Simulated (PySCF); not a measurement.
**Vertical excitation energies**

Species: C4H10N2Si.
InChI=1S/C4H10N2Si/c1-5-4-2-6-7-3-4/h2,4-5H,3,7H2,1H3/t4-/m1/s1

Level of theory: TDDFT B3LYP/def2-SVPD, vertical, gas phase, core orbitals frozen in the response in PySCF 2.14.0, density-fitted response routines. The structure is a single GFN2-xTB conformer in the gas phase; no vibrational or solvent corrections.

Question: What does the calculation give for the low-lying excited states?

Answer: 

```
state  E (eV)  E (kJ/mol)  λ (nm)       f  main configurations (H = HOMO, L = LUMO)
   S1    4.32         417   287.0  0.0012                    H→L (58%), H-1→L (41%)
   S2    4.81         464   257.5  0.0027                    H-1→L (58%), H→L (42%)
   S3    5.72         552   216.8  0.0064                               H→L+1 (92%)
   S4    5.91         571   209.7   0.033                H→L+2 (85%), H-1→L+2 (10%)
   S5    6.15         594   201.5   0.013                H-1→L+1 (77%), H→L+3 (12%)
   S6    6.24         602   198.6   0.015                             H-1→L+2 (84%)
   S7    6.45         622   192.3  0.0026   H→L+3 (44%), H→L+4 (33%), H-1→L+1 (13%)
   S8    6.47         624   191.8  0.0046                  H→L+4 (61%), H→L+3 (33%)
```

Triplets, Tamm–Dancoff:

| state | E (eV) | λ (nm) | main configurations (H = HOMO, L = LUMO) |
| --- | --- | --- | --- |
| T1 | 3.77 | 329.0 | H-1→L (61%), H→L (36%) |
| T2 | 4.64 | 267.0 | H→L (61%), H-1→L (36%) |
| T3 | 5.17 | 239.9 | H-2→L (80%), H-4→L (10%) |

The lowest singlet lies at 4.32 eV (287 nm, ultraviolet) and is very weak; its leading configuration is HOMO→LUMO (58%). The most intense listed level is S4 at 5.91 eV (210 nm, f = 0.033), 1.59 eV above S1. Löwdin shares by element: HOMO nitrogen 57%, carbon 17% or more (atoms not listed hold the other 26%); LUMO carbon 43% or more, nitrogen 32% or more, silicon 6% (atoms not listed hold the other 19%). The listed states span 2.15 eV, and the widest gap between neighbours is 0.91 eV (S2 to S3). Weighted by f, the mean energy of these states is 5.99 eV. Orbital energies (eV): HOMO-3 -8.79, HOMO-2 -8.50, HOMO-1 -6.83, HOMO -6.39, LUMO -0.75, LUMO+1 0.23, LUMO+2 0.30. The window holds the lowest 8 singlets.
